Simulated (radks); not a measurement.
The mean radii <r> (bohr) of the occupied orbitals of an atom or ion are listed with their occupations. Method: Dirac Kohn-Sham, LB94 model potential, spin-unpolarised, spherical densities, finite nucleus; Fermi nuclear charge, rms radius of each element as measured or else 0.836 A^(1/3) + 0.57 fm; computed with a radial shooting solver on a logarithmic mesh with Libxc functionals.

orbital  occ.      <r>
1s1/2       2  0.01832
2s1/2       2  0.07644
2p1/2       2  0.06318
2p3/2       4  0.07101
3s1/2       2   0.1922
3p1/2       2   0.1813
3p3/2       4   0.1941
3d3/2       4   0.1675
3d5/2       1   0.1715

Name the element and its charge. Open shells, if any, fill j = l - 1/2 first.

Answer. Z = 74, tungsten, charge +51: W51+ in [Ar] 3d5. The 1s radius gives Z: for a bare nucleus <r> = (2 gamma + 1)/(2Z) with gamma = sqrt(1 - (Z/c)^2), 0.01813 bohr for Z = 74, and screening makes it slightly larger (0.01832 here). The occupations add up to 23, and the charge is Z minus that.
